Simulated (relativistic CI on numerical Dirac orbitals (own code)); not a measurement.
**The magnetic moment of free Sm2+ at 300 K**

Problem. Sm2+ (4f⁶) has the ground term ⁷F, whose calculated levels (Dirac-Coulomb-Breit CI, one configuration, Slater integrals scaled by 0.85) lie at J = 0: 0, J = 1: 293, J = 2: 816, J = 3: 1499, J = 4: 2289, J = 5: 3147, J = 6: 4045 cm⁻¹. Find the effective moment at 300 K in LS coupling.

Working.
1. S = 3, L = 3. The ground level J = 0 has no moment of its own.
2. kT = 208.5 cm⁻¹. Populations (2J + 1)e^(−E/kT)/Z: J = 0: 0.543, J = 1: 0.399, J = 2: 0.054, J = 3: 0.003.
3. The field also mixes neighbouring J. With F_J = [(S + L + 1)² − J²][J² − (S − L)²]/J, each level gains α_J = [F_(J+1)/(E_(J+1) − E_J) − F_J/(E_J − E_(J−1))]/[6(2J + 1)], and μ²(J) = g_J²J(J + 1) + 3kT α_J.
4. Values of μ²(J): J = 0: 0.000 + 17.059, J = 1: 4.500 + 0.297, J = 2: 13.500 + 0.073, J = 3: 27.000 − 0.127.
5. The thermal average gives μ_eff = 3.46 μB, or χT = μ²/8 = 1.50 cm³ K mol⁻¹.

Check. With the measured levels of this term (Martin, Zalubas and Hagan, Atomic Energy Levels: The Rare-Earth Elements, NSRDS-NBS 60 (1978): 0: 0, 1: 293, 2: 814, 3: 1493, 4: 2278, 5: 3132, 6: 4027) the same steps give μ_eff = 3.47 μB. The computed ground level holds 94 % of ⁷F. The next levels are low, so field-induced mixing and thermal population carry the moment away from the ground-level value, by an amount that depends on temperature.
